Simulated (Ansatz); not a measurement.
Start from `C=CC(F)(F)F` and change one atom or group to get `[F][SnH2][O]C(F)(F)F`.

Ansatz, PBE0-D4/def2-TZVP geometries, multiplicity 1. Each molecule was computed in one conformer, which needn't be the lowest.

Elements past krypton have def2 core potentials.

```json
{"property": "size of the dipole moment (B3LYP/def2-TZVPP) / D", "`C=CC(F)(F)F`": "2.38"}
{"property": "HOMO–LUMO gap (PBE0/def2-TZVPP) / eV", "`C=CC(F)(F)F`": "7.99"}
{"property": "HOMO energy (PBE/def2-TZVPP) / eV", "`C=CC(F)(F)F`": "-7.55"}
{"property": "HOMO energy (ωB97M-V/def2-TZVPP) / eV", "`C=CC(F)(F)F`": "-11.10"}
{"property": "LUMO energy (ωB97M-V/def2-TZVPP) / eV", "`C=CC(F)(F)F`": "1.38"}
{"property": "LUMO energy (PBE/def2-TZVPP) / eV", "`C=CC(F)(F)F`": "-1.84"}
```

(1) Give the same properties after the change, and the shifts. (Best estimate.)

## Answers

(1) Ansatz gave: 
```
                                        property  `[F][SnH2][O]C(F)(F)F`  shift
size of the dipole moment (B3LYP/def2-TZVPP) / D                    4.03   1.65
            HOMO–LUMO gap (PBE0/def2-TZVPP) / eV                    8.95   0.96
               HOMO energy (PBE/def2-TZVPP) / eV                   -8.27  -0.72
           HOMO energy (ωB97M-V/def2-TZVPP) / eV                  -12.47  -1.37
           LUMO energy (ωB97M-V/def2-TZVPP) / eV                    0.52  -0.86
               LUMO energy (PBE/def2-TZVPP) / eV                   -2.16  -0.32
```

With PBE0 the HOMO falls by 1.33 eV and the LUMO falls by 0.37 eV, so the gap widens by about 0.96 eV. PBE moves the HOMO by -0.72 eV and ωB97M-V by -1.37 eV. Dipoles are sizes alone; their direction can turn.

B3LYP here is the variant with VWN-RPA as its local correlation; programs differ in this.
